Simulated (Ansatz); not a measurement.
This triplet lies 0.09 eV below the relaxed singlet at the level frozen-core CCSD(T)/aug-cc-pVTZ // PBE-D3(BJ)/def2-SVPD (Ansatz, an electronic-structure program).

Level of theory: frozen-core CCSD(T)/aug-cc-pVTZ // PBE-D3(BJ)/def2-SVPD in Ansatz.

Ansatz 0.2 input:
```yaml
crystal:
  periodic: [false, false, false]
  atoms:
    - { symbol: B, position_ang: [1.597947, -0.333494, -0.036694] }
    - { symbol: C, position_ang: [0.111265, -0.578439, -0.031903] }
    - { symbol: C, position_ang: [-0.940917, 0.347172, 0.029508] }
    - { symbol: H, position_ang: [2.216088, 0.728803, 0.012116] }
    - { symbol: H, position_ang: [-0.235542, -1.635583, -0.083543] }
    - { symbol: H, position_ang: [-2.002525, 0.038959, 0.02626] }
    - { symbol: H, position_ang: [-0.746315, 1.432584, 0.084257] }
basis:
  gaussian: { orbitals: aug-cc-pVTZ }
correlation:
  method: ccsd_t
total_charge: -1
magnetization:
  spin_polarized: true
  initial_magnetization: 2
```

Output:

```
Functional definition: HF
1309 factors; integrals over basis functions are off by at most 9.5e-4 eV
mean field evaluation 1: about -2791.5838 eV, gradient 1.4e1 eV
mean field evaluation 2: about -2791.5847 eV, gradient 1.4e1 eV
mean field evaluation 4: about -2793.8551 eV, gradient 2.5e0 eV
mean field evaluation 8: about -2794.0274 eV, gradient 2.1e-1 eV
mean field evaluation 16: about -2791.5834 eV, gradient 1.4e1 eV
mean field evaluation 32: about -2793.0964 eV, gradient 6.4e-1 eV
mean field evaluation 64: about -2793.2864 eV, gradient 1.6e-1 eV
mean field evaluation 96: about -2792.9676 eV, gradient 2.7e-2 eV
mean field evaluation 128: about -2793.2879 eV, gradient 1.2e-3 eV
mean field evaluation 160: about -2792.5822 eV, gradient 2.5e-1 eV
mean field evaluation 192: about -2793.0485 eV, gradient 8.6e-1 eV
mean field -2794.03001161 eV, -102.6787090653 hartree, gradient 1.1e-6 eV, S^2 2.144602; 6 other end points of the search recorded, 0 dependent functions left out
determinant -2794.03001161 eV, -102.6787090653 hartree, with singles and doubles -2806.56285338 eV, -103.1392825049 hartree
determinant -2793.32325405 eV, -102.6527362037 hartree, with singles and doubles -2805.38646823 eV, -103.0960511484 hartree
determinant -2793.28792504 eV, -102.6514378868 hartree, with singles and doubles -2805.38859039 eV, -103.0961291363 hartree
determinant -2792.96804065 eV, -102.6396823522 hartree, with singles and doubles -2805.02830081 eV, -103.0828887382 hartree
3 core orbitals not correlated
reference -2794.03001161 eV, -102.6787090653 hartree; 9, 7 occupied and 218, 220 virtual orbitals, 1309 factors
second order -11.36340047 eV of doubles, -0.00000000 eV of singles
cycle   1  -12.30608354 eV  change    -1.0e0 eV  update   3.1e-2
cycle   2  -12.34416986 eV  change   -3.8e-2 eV  update   8.7e-3
cycle   3  -12.34696974 eV  change   -2.8e-3 eV  update   5.3e-3
cycle   4  -12.34894617 eV  change   -2.0e-3 eV  update   2.5e-3
cycle   5  -12.35108690 eV  change   -2.1e-3 eV  update   1.2e-3
cycle   6  -12.35154381 eV  change   -4.6e-4 eV  update   5.5e-4
cycle   7  -12.35170693 eV  change   -1.6e-4 eV  update   2.5e-4
cycle   8  -12.35177315 eV  change   -6.6e-5 eV  update   1.3e-4
cycle   9  -12.35171227 eV  change    6.1e-5 eV  update   6.9e-5
cycle  10  -12.35166658 eV  change    4.6e-5 eV  update   3.1e-5
cycle  11  -12.35166671 eV  change   -1.3e-7 eV  update   1.5e-5
perturbative correction -0.58997462 eV, -0.0216811675 hartree
Total energy: -2806.97165295 eV, -103.1543056121 hartree
```

Cost: around 30 core-minutes (rough).
